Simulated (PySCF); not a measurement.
Predicted spectroscopic data

Calculated, not measured (PySCF 2.14.0 with density-fitted response routines): GFN2-xTB geometry, GIAO PBE0/pcSseg-1 shieldings. No relativistic terms, equivalent nuclei averaged, one conformer, no solvent model.

δ = σ(ref) − σ, references computed at the same level: ¹H, ¹³C against TMS. Splittings of carbon signals by F and P are missing where no couplings were computed. Where no couplings were computed, multiplicities follow the n + 1 count of equivalent neighbours, and m marks all less simple cases (inequivalent or close neighbours, rings, F or P nearby). Shifts are as computed. Against solution values, carbons near 30 ppm lie about +3 ppm off and those near 130 ppm about +5 ppm. Of 1211 compounds with measured shifts, 218 miss one by over three times the rms of a fit or turn the order of signals round; such compounds aren't used in these exercises.

**1.** `C[SiH](C)O[SiH](P)P`, C2H12OP2Si2. ¹H NMR (600 MHz, computed): δ 6.19 (m, 1H), 5.29 (sept, 1H), 1.40 (m, 4H), 0.22 (d, 6H). ¹³C{¹H} NMR (computed): δ 2.3 (CH3).

**2.** `[SiH3]COC[SiH](P)P`, C2H12OP2Si2. ¹H NMR (600 MHz, computed): δ 5.57 (m, 1H), 4.00 (t, 3H), 3.46 (q, 2H), 3.19 (m, 2H), 1.12 (m, 4H). ¹³C{¹H} NMR (computed): δ 66.1 (CH2), 65.6 (CH2).
